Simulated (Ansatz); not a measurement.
# Nudged elastic band run: F3GeH5Si

The input (input.yaml):

```yaml
crystal:
  periodic: [false, false, false]
  atoms:
    - { symbol: Ge, position_ang: [-1.098023, -0.746375, 0.207201] }
    - { symbol: Si, position_ang: [-0.001003, 1.375681, 0.091473] }
    - { symbol: F, position_ang: [-0.067412, -2.101355, -0.20286] }
    - { symbol: F, position_ang: [-1.722741, -1.129688, 1.790573] }
    - { symbol: F, position_ang: [-2.463286, -0.888155, -0.869992] }
    - { symbol: H, position_ang: [2.684695, -0.675217, -0.654053] }
    - { symbol: H, position_ang: [2.081342, -1.146604, -0.575936] }
    - { symbol: H, position_ang: [1.106915, 1.363591, 1.099006] }
    - { symbol: H, position_ang: [0.512747, 1.536495, -1.306145] }
    - { symbol: H, position_ang: [-1.033235, 2.411628, 0.420731] }
basis:
  gaussian: { orbitals: def2-SVP }
hamiltonian:
  xc: pbe
  dispersion: d4
neb:
  order_check: false
  images: 7
  f_tol: 0.05
  max_iterations: 60
  final_atoms:
    - { symbol: Ge, position_ang: [-0.52054558, -1.90267467, -0.11181308] }
    - { symbol: Si, position_ang: [0.59972163, 1.8986172, 0.08550086] }
    - { symbol: F, position_ang: [-1.51748822, -3.23966202, -0.58220889] }
    - { symbol: F, position_ang: [-0.67364385, -1.76038464, 1.60711497] }
    - { symbol: F, position_ang: [-1.26983602, -0.49062184, -0.80083471] }
    - { symbol: H, position_ang: [1.03660319, 0.59089119, 0.69355895] }
    - { symbol: H, position_ang: [0.93038969, -2.0798734, -0.56883955] }
    - { symbol: H, position_ang: [1.536465, 2.97235313, 0.56487346] }
    - { symbol: H, position_ang: [0.678271, 1.79998475, -1.41042403] }
    - { symbol: H, position_ang: [-0.79993785, 2.2113713, 0.52307001] }
  initial_path:
    images:
      - { positions_ang: [[-1.098023, -0.746375, 0.207201], [-0.001003, 1.375681, 0.091473], [-0.067412, -2.101355, -0.20286], [-1.722741, -1.129688, 1.790573], [-2.463286, -0.888155, -0.869992], [2.684695, -0.675217, -0.654053], [2.081342, -1.146604, -0.575936], [1.106915, 1.363591, 1.099006], [0.512747, 1.536495, -1.306145], [-1.033235, 2.411628, 0.420731]] }
      - { positions_ang: [[-1.08928188, -0.74980664, 0.13576098], [0.1210083, 1.39427201, 0.05983894], [-0.0982811, -2.05444685, -0.46828652], [-1.40510692, -1.24806407, 1.71309657], [-2.53618559, -1.03670087, -0.69458425], [2.36546175, -0.55200261, -0.46605854], [1.78901167, -1.11435639, -0.4021052], [1.09588527, 1.4174565, 1.14898493], [0.67354244, 1.51377668, -1.3124845], [-0.91605495, 2.42987323, 0.28583558]] }
      - { positions_ang: [[-1.08054075, -0.75323828, 0.06432095], [0.24301959, 1.41286302, 0.02820489], [-0.1291502, -2.0075387, -0.73371303], [-1.08747284, -1.36644014, 1.63562014], [-2.60908517, -1.18524674, -0.51917649], [2.0462285, -0.42878822, -0.27806408], [1.49668134, -1.08210877, -0.22827441], [1.08485554, 1.47132201, 1.19896386], [0.83433789, 1.49105836, -1.318824], [-0.79887491, 2.44811847, 0.15094016]] }
      - { positions_ang: [[-1.07179963, -0.75666992, -0.00711907], [0.36503089, 1.43145403, -0.00342917], [-0.16001929, -1.96063055, -0.99913955], [-0.76983876, -1.48481621, 1.55814371], [-2.68198476, -1.33379261, -0.34376874], [1.72699525, -0.30557384, -0.09006962], [1.20435102, -1.04986116, -0.05444361], [1.07382581, 1.52518751, 1.2489428], [0.99513333, 1.46834005, -1.3251635], [-0.68169486, 2.4663637, 0.01604474]] }
      - { positions_ang: [[-1.06305851, -0.76010157, -0.0785591], [0.48704219, 1.45004504, -0.03506322], [-0.19088839, -1.9137224, -1.26456606], [-0.45220468, -1.60319228, 1.48066728], [-2.75488434, -1.48233847, -0.16836099], [1.407762, -0.18235945, 0.09792485], [0.91202069, -1.01761355, 0.11938719], [1.06279609, 1.57905301, 1.29892173], [1.15592878, 1.44562173, -1.331503], [-0.56451481, 2.48460894, -0.11885068]] }
      - { positions_ang: [[-0.92743028, -1.04574484, -0.08687259], [0.51521205, 1.56218808, -0.0049222], [-0.52253835, -2.24520731, -1.09397677], [-0.50756447, -1.64249037, 1.51227921], [-2.38362226, -1.23440932, -0.32647942], [1.3149723, 0.01095321, 0.24683337], [0.91661294, -1.28317851, -0.0526695], [1.18121331, 1.92737804, 1.11540966], [1.03651433, 1.53421248, -1.35123326], [-0.62337057, 2.41629953, 0.0416295]] }
      - { positions_ang: [[-0.79180204, -1.33138812, -0.09518609], [0.54338191, 1.67433112, 0.02521882], [-0.85418831, -2.57669221, -0.92338748], [-0.56292427, -1.68178846, 1.54389113], [-2.01236018, -0.98648016, -0.48459785], [1.22218259, 0.20426587, 0.3957419], [0.92120519, -1.54874347, -0.22472618], [1.29963054, 2.27570307, 0.9318976], [0.91709989, 1.62280324, -1.37096351], [-0.68222633, 2.34799012, 0.20210967]] }
      - { positions_ang: [[-0.65617381, -1.61703139, -0.10349958], [0.57155177, 1.78647416, 0.05535984], [-1.18583827, -2.90817712, -0.75279818], [-0.61828406, -1.72108655, 1.57550305], [-1.6410981, -0.738551, -0.64271628], [1.12939289, 0.39757853, 0.54465042], [0.92579744, -1.81430844, -0.39678287], [1.41804777, 2.6240281, 0.74838553], [0.79768545, 1.71139399, -1.39069377], [-0.74108209, 2.27968071, 0.36258984]] }
      - { positions_ang: [[-0.52054558, -1.90267467, -0.11181308], [0.59972163, 1.8986172, 0.08550086], [-1.51748822, -3.23966202, -0.58220889], [-0.67364385, -1.76038464, 1.60711497], [-1.26983602, -0.49062184, -0.80083471], [1.03660319, 0.59089119, 0.69355895], [0.93038969, -2.0798734, -0.56883955], [1.536465, 2.97235313, 0.56487346], [0.678271, 1.79998475, -1.41042403], [-0.79993785, 2.2113713, 0.52307001]] }
```

Run as:

```bash
$ ansatz run input.yaml --threads 2 --pin off --max-ram 3072MiB --backend cpu --events-out ev --progress --plain --runs-dir out
```

Output, in part (warnings, iteration lines, the closing report on the highest movable image, with atoms numbered from 0):

```
NEB end point (image 0): max|allowed force component| = 1.335e-3 eV/Å (the criterion of neb.relax_end_points is 1.000e-2)
NEB end point (image 8): max|allowed force component| = 2.138e-2 eV/Å (the criterion of neb.relax_end_points is 1.000e-2)
NEB iter   1: max|band force component| = 3.997e1 eV/Å  barrier→ = 11.1039 eV  barrier← = 11.0148 eV  Δτ_max = 0.2000 Å  (265 SCF iters)
NEB iter   2: max|band force component| = 1.098e1 eV/Å  barrier→ = 4.6521 eV  barrier← = 4.5630 eV  Δτ_max = 0.2000 Å  (239 SCF iters)
NEB iter   3: max|band force component| = 5.277e0 eV/Å  barrier→ = 3.6677 eV  barrier← = 3.5786 eV  Δτ_max = 0.2000 Å  (224 SCF iters)
NEB iter   4: max|band force component| = 2.013e0 eV/Å  barrier→ = 3.4239 eV  barrier← = 3.3349 eV  Δτ_max = 0.2000 Å  (225 SCF iters)
NEB iter   5: max|band force component| = 1.051e0 eV/Å  barrier→ = 2.9121 eV  barrier← = 2.8230 eV  Δτ_max = 0.1990 Å  (219 SCF iters)
NEB iter   6: max|band force component| = 6.421e-1 eV/Å  barrier→ = 2.6238 eV  barrier← = 2.5347 eV  Δτ_max = 0.2000 Å  (210 SCF iters)
NEB iter   7: max|band force component| = 6.961e-1 eV/Å  barrier→ = 2.6723 eV  barrier← = 2.5832 eV  Δτ_max = 0.1969 Å  (214 SCF iters)
NEB iter   8: max|band force component| = 7.069e-1 eV/Å  barrier→ = 2.8508 eV  barrier← = 2.7617 eV  Δτ_max = 0.1974 Å  (208 SCF iters)
NEB iter   9: max|band force component| = 7.803e-1 eV/Å  barrier→ = 3.0954 eV  barrier← = 3.0063 eV  Δτ_max = 0.2000 Å  (202 SCF iters)
NEB iter  10: max|band force component| = 8.206e-1 eV/Å  barrier→ = 3.5093 eV  barrier← = 3.4202 eV  Δτ_max = 0.1011 Å  (217 SCF iters)
NEB iter  11: max|band force component| = 8.546e-1 eV/Å  barrier→ = 3.4380 eV  barrier← = 3.3489 eV  Δτ_max = 0.0503 Å  (202 SCF iters)
NEB iter  12: max|band force component| = 9.664e-1 eV/Å  barrier→ = 3.3304 eV  barrier← = 3.2413 eV  Δτ_max = 0.0500 Å  (202 SCF iters)
NEB iter  13: max|band force component| = 1.248e0 eV/Å  barrier→ = 3.2414 eV  barrier← = 3.1523 eV  Δτ_max = 0.0501 Å  (205 SCF iters)
NEB iter  14: max|band force component| = 1.427e0 eV/Å  barrier→ = 3.1416 eV  barrier← = 3.0525 eV  Δτ_max = 0.1005 Å  (207 SCF iters)
NEB iter  15: max|band force component| = 1.736e0 eV/Å  barrier→ = 2.9604 eV  barrier← = 2.8713 eV  Δτ_max = 0.2000 Å  (198 SCF iters)
NEB iter  16: max|band force component| = 1.994e0 eV/Å  barrier→ = 2.5221 eV  barrier← = 2.4331 eV  Δτ_max = 0.2000 Å  (212 SCF iters)
NEB iter  17: max|band force component| = 1.944e0 eV/Å  barrier→ = 3.1146 eV  barrier← = 3.0255 eV  Δτ_max = 0.0996 Å  (220 SCF iters)
NEB iter  18: max|band force component| = 1.030e0 eV/Å  barrier→ = 3.3360 eV  barrier← = 3.2469 eV  Δτ_max = 0.1002 Å  (201 SCF iters)
NEB iter  19: max|band force component| = 9.210e-1 eV/Å  barrier→ = 3.2845 eV  barrier← = 3.1954 eV  Δτ_max = 0.1039 Å  (203 SCF iters)
NEB iter  20: max|band force component| = 1.010e0 eV/Å  barrier→ = 3.0254 eV  barrier← = 2.9363 eV  Δτ_max = 0.0501 Å  (208 SCF iters)
NEB iter  21: max|band force component| = 1.200e0 eV/Å  barrier→ = 2.9333 eV  barrier← = 2.8442 eV  Δτ_max = 0.0499 Å  (200 SCF iters)
NEB iter  22: max|band force component| = 1.213e0 eV/Å  barrier→ = 2.7812 eV  barrier← = 2.6921 eV  Δτ_max = 0.1000 Å  (202 SCF iters)
NEB iter  23: max|band force component| = 2.867e0 eV/Å  barrier→ = 2.3150 eV  barrier← = 2.2259 eV  Δτ_max = 0.0506 Å  (206 SCF iters)
NEB iter  24: max|band force component| = 9.467e-1 eV/Å  barrier→ = 1.9581 eV  barrier← = 1.8690 eV  Δτ_max = 0.1005 Å  (196 SCF iters)
NEB iter  25: max|band force component| = 6.007e-1 eV/Å  barrier→ = 2.0160 eV  barrier← = 1.9269 eV  Δτ_max = 0.0948 Å  (200 SCF iters)
NEB iter  26: max|band force component| = 1.491e0 eV/Å  barrier→ = 1.9607 eV  barrier← = 1.8716 eV  CI = image 3  Δτ_max = 0.1001 Å  (203 SCF iters)
NEB iter  27: max|band force component| = 1.600e0 eV/Å  barrier→ = 1.9891 eV  barrier← = 1.9000 eV  CI = image 3  Δτ_max = 0.1954 Å  (202 SCF iters)
NEB iter  28: max|band force component| = 2.062e0 eV/Å  barrier→ = 2.1095 eV  barrier← = 2.0204 eV  CI = image 3  Δτ_max = 0.1981 Å  (205 SCF iters)
NEB iter  29: max|band force component| = 2.669e0 eV/Å  barrier→ = 2.3821 eV  barrier← = 2.2930 eV  CI = image 3  Δτ_max = 0.1991 Å  (199 SCF iters)
NEB iter  30: max|band force component| = 2.467e0 eV/Å  barrier→ = 2.9454 eV  barrier← = 2.8563 eV  CI = image 3  Δτ_max = 0.2000 Å  (208 SCF iters)
NEB iter  31: max|band force component| = 1.128e0 eV/Å  barrier→ = 3.0509 eV  barrier← = 2.9618 eV  CI = image 3  Δτ_max = 0.1995 Å  (210 SCF iters)
NEB iter  32: max|band force component| = 5.550e-1 eV/Å  barrier→ = 3.0922 eV  barrier← = 3.0031 eV  CI = image 3  Δτ_max = 0.1107 Å  (208 SCF iters)
NEB iter  33: max|band force component| = 3.312e-1 eV/Å  barrier→ = 3.0745 eV  barrier← = 2.9854 eV  CI = image 3  Δτ_max = 0.0816 Å  (205 SCF iters)
NEB iter  34: max|band force component| = 2.227e-1 eV/Å  barrier→ = 3.0627 eV  barrier← = 2.9737 eV  CI = image 3  Δτ_max = 0.0367 Å  (204 SCF iters)
NEB iter  35: max|band force component| = 8.113e-2 eV/Å  barrier→ = 3.0618 eV  barrier← = 2.9727 eV  CI = image 3  Δτ_max = 0.0203 Å  (198 SCF iters)
NEB iter  36: max|band force component| = 6.018e-2 eV/Å  barrier→ = 3.0612 eV  barrier← = 2.9721 eV  CI = image 3  Δτ_max = 0.0438 Å  (188 SCF iters)
NEB iter  37: max|band force component| = 4.140e-2 eV/Å  barrier→ = 3.0607 eV  barrier← = 2.9716 eV  CI = image 3  Δτ_max = 0.0000 Å  (398 SCF iters)
Total energy: -72590.66542781 eV, -2667.6577507517 hartree
Atom 0 at    -0.398329    -1.093931    -0.023128 Å, force    -0.032355    -0.023463    -0.011599 eV/Å
Atom 1 at     0.209540     1.458079     0.097759 Å, force    -0.015570    -0.014909     0.013621 eV/Å
Atom 2 at    -0.656656    -2.820355    -0.162546 Å, force     0.015688     0.021311     0.012660 eV/Å
Atom 3 at    -0.742523    -0.957432     1.691458 Å, force    -0.000487     0.002237     0.010406 eV/Å
Atom 4 at    -1.430585    -0.626099    -1.364132 Å, force     0.000716     0.015777    -0.006428 eV/Å
Atom 5 at     1.047181    -0.338201    -0.254057 Å, force     0.024797    -0.002345    -0.020913 eV/Å
Atom 6 at     1.322548    -1.436736    -0.425772 Å, force     0.009828    -0.012820     0.001753 eV/Å
Atom 7 at     1.203086     1.822889     1.166649 Å, force    -0.001074     0.003800     0.010571 eV/Å
Atom 8 at     0.609923     2.067077    -1.217237 Å, force    -0.004000    -0.000323    -0.009177 eV/Å
Atom 9 at    -1.164185     1.924710     0.491003 Å, force     0.002457     0.010735    -0.000896 eV/Å
Dipole moment:     0.414636     0.404834    -0.048233 e Å
```

The forces met the threshold. Neighbouring images differ by up to 2.5 eV, so the band resolves the path poorly. A vibrational analysis at the climbing image gives one clearly imaginary mode, 1567i cm⁻¹: a first-order saddle point. The orbitals stay closed-shell, which can raise the energy where a bond breaks towards radicals; this wasn't checked here.

Final band (atoms are numbered from 1 in the order of the input):

```json
{"image": "0", "path coordinate (Å)": "0.00", "energy (kJ/mol)": "0.0", "Ge1–Si2 (Å)": "2.39", "H6–H7 (Å)": "0.77", "Ge1–H7 (Å)": "3.30"}
{"image": "1", "path coordinate (Å)": "1.00", "energy (kJ/mol)": "15.9", "Ge1–Si2 (Å)": "2.39", "H6–H7 (Å)": "0.77", "Ge1–H7 (Å)": "2.79"}
{"image": "2", "path coordinate (Å)": "2.00", "energy (kJ/mol)": "86.4", "Ge1–Si2 (Å)": "2.42", "H6–H7 (Å)": "0.78", "Ge1–H7 (Å)": "2.37"}
{"image": "3", "path coordinate (Å)": "3.01", "energy (kJ/mol)": "295.3", "Ge1–Si2 (Å)": "2.63", "H6–H7 (Å)": "1.15", "Ge1–H7 (Å)": "1.80"}
{"image": "4", "path coordinate (Å)": "3.90", "energy (kJ/mol)": "57.1", "Ge1–Si2 (Å)": "3.10", "H6–H7 (Å)": "1.85", "Ge1–H7 (Å)": "1.54"}
{"image": "5", "path coordinate (Å)": "4.79", "energy (kJ/mol)": "12.7", "Ge1–Si2 (Å)": "3.63", "H6–H7 (Å)": "2.37", "Ge1–H7 (Å)": "1.53"}
{"image": "6", "path coordinate (Å)": "5.67", "energy (kJ/mol)": "8.9", "Ge1–Si2 (Å)": "3.86", "H6–H7 (Å)": "2.81", "Ge1–H7 (Å)": "1.53"}
{"image": "7", "path coordinate (Å)": "6.56", "energy (kJ/mol)": "8.8", "Ge1–Si2 (Å)": "3.99", "H6–H7 (Å)": "2.89", "Ge1–H7 (Å)": "1.53"}
{"image": "8", "path coordinate (Å)": "7.45", "energy (kJ/mol)": "8.6", "Ge1–Si2 (Å)": "3.97", "H6–H7 (Å)": "2.96", "Ge1–H7 (Å)": "1.53"}
```

Time of the run: 5 min on 2 threads of Intel(R) Xeon(R) 6975P-C (Granite Rapids), on a shared host, peak memory 0.18 GiB.
